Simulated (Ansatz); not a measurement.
## Relaxing a trial structure of C4H7NOSe

The starting geometry of this gas-phase singlet was optimised with GFN2-xTB; its bonds are those of `C[Se]/C=C\NC=O`.

```yaml
atoms:
  - { symbol: C, position_ang: [-0.9264, -2.0462, -1.8158] }
  - { symbol: C, position_ang: [-1.6095, 0.0116, 0.0878] }
  - { symbol: C, position_ang: [-1.7949, 1.1447, 0.7603] }
  - { symbol: C, position_ang: [-1.5105, 3.5200, 1.0631] }
  - { symbol: N, position_ang: [-1.3226, 2.3804, 0.3509] }
  - { symbol: O, position_ang: [-2.0921, 3.5919, 2.1140] }
  - { symbol: Se, position_ang: [-0.6544, -0.1362, -1.5552] }
  - { symbol: H, position_ang: [-0.5242, -2.5829, -0.9596] }
  - { symbol: H, position_ang: [-0.3932, -2.3308, -2.7189] }
  - { symbol: H, position_ang: [-1.9899, -2.2439, -1.9332] }
  - { symbol: H, position_ang: [-2.0015, -0.9236, 0.4531] }
  - { symbol: H, position_ang: [-2.3388, 1.1776, 1.6939] }
  - { symbol: H, position_ang: [-0.8151, 2.4058, -0.5249] }
  - { symbol: H, position_ang: [-1.0602, 4.3950, 0.5600] }
```

Task: Predict what becomes of its bonds when it is optimised with B3LYP/def2-SVP.

Result: It keeps its bonds, and is `C[Se]/C=C\NC=O`.

The energy falls by 0.15 eV over 21 steps:

```
step  E − E(last) (eV)
   1             0.149
   3             0.099
   5             0.095
   8             0.070
  10             0.031
  12             0.012
  14             0.003
  17             0.000
  19             0.000
  21             0.000
```

Final geometry (Å):

```json
{"atom": "C", "x (Å)": "-1.1277", "y (Å)": "-1.6362", "z (Å)": "-1.9361"}
{"atom": "C", "x (Å)": "-1.1116", "y (Å)": "-0.2538", "z (Å)": "0.6684"}
{"atom": "C", "x (Å)": "-1.5638", "y (Å)": "0.9732", "z (Å)": "0.9891"}
{"atom": "C", "x (Å)": "-1.7795", "y (Å)": "3.3751", "z (Å)": "0.6532"}
{"atom": "N", "x (Å)": "-1.2993", "y (Å)": "2.1386", "z (Å)": "0.2863"}
{"atom": "O", "x (Å)": "-2.4638", "y (Å)": "3.5935", "z (Å)": "1.6258"}
{"atom": "Se", "x (Å)": "0.0860", "y (Å)": "-0.5836", "z (Å)": "-0.7929"}
{"atom": "H", "x (Å)": "-1.4634", "y (Å)": "-2.5343", "z (Å)": "-1.4002"}
{"atom": "H", "x (Å)": "-0.5461", "y (Å)": "-1.9343", "z (Å)": "-2.8198"}
{"atom": "H", "x (Å)": "-1.9895", "y (Å)": "-1.0298", "z (Å)": "-2.2431"}
{"atom": "H", "x (Å)": "-1.3851", "y (Å)": "-1.1041", "z (Å)": "1.2973"}
{"atom": "H", "x (Å)": "-2.1978", "y (Å)": "1.1346", "z (Å)": "1.8656"}
{"atom": "H", "x (Å)": "-0.7332", "y (Å)": "2.0544", "z (Å)": "-0.5567"}
{"atom": "H", "x (Å)": "-1.4584", "y (Å)": "4.1699", "z (Å)": "-0.0615"}
```

The end wasn't checked by frequencies. Run with Ansatz 0.2.0, 60 s on 4 threads of Arm Neoverse V2 (shared host).
